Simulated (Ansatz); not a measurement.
Start from `F[C@H]1C[C@@H]1[GeH3]` and change one atom or group to get `F[C@H]1C[C@@H]1[AlH2]`.

Ansatz, PBE0-D4/def2-TZVP geometries, multiplicity 1. 

Scalar relativity is left out up to krypton.

```tsv
property	`F[C@H]1C[C@@H]1[GeH3]`
LUMO energy (PBE0/def2-TZVPP) / eV	0.87
HOMO energy (PBE0/def2-TZVPP) / eV	-8.05
HOMO–LUMO gap (PBE0/def2-TZVPP) / eV	8.93
HOMO energy (B3LYP/def2-TZVPP) / eV	-7.84
HOMO energy (ωB97M-V/def2-TZVPP) / eV	-10.31
size of the dipole moment (ωB97M-V/def2-TZVPP) / D	1.25
```

Q: What does the change do to each property? (Best estimate.)

A: Ansatz gave: 
| property | `F[C@H]1C[C@@H]1[AlH2]` | shift |
| --- | --- | --- |
| LUMO energy (PBE0/def2-TZVPP) / eV | -1.51 | -2.38 |
| HOMO energy (PBE0/def2-TZVPP) / eV | -7.72 | 0.33 |
| HOMO–LUMO gap (PBE0/def2-TZVPP) / eV | 6.21 | -2.72 |
| HOMO energy (B3LYP/def2-TZVPP) / eV | -7.51 | 0.33 |
| HOMO energy (ωB97M-V/def2-TZVPP) / eV | -9.96 | 0.35 |
| size of the dipole moment (ωB97M-V/def2-TZVPP) / D | 1.15 | -0.10 |

With PBE0 the HOMO rises by 0.33 eV and the LUMO falls by 2.38 eV, so the gap narrows by about 2.71 eV. PBE moves the HOMO by 0.27 eV and ωB97M-V by 0.35 eV. Dipoles are sizes alone; their direction can turn.

B3LYP here is the variant with VWN-RPA as its local correlation; programs differ in this.
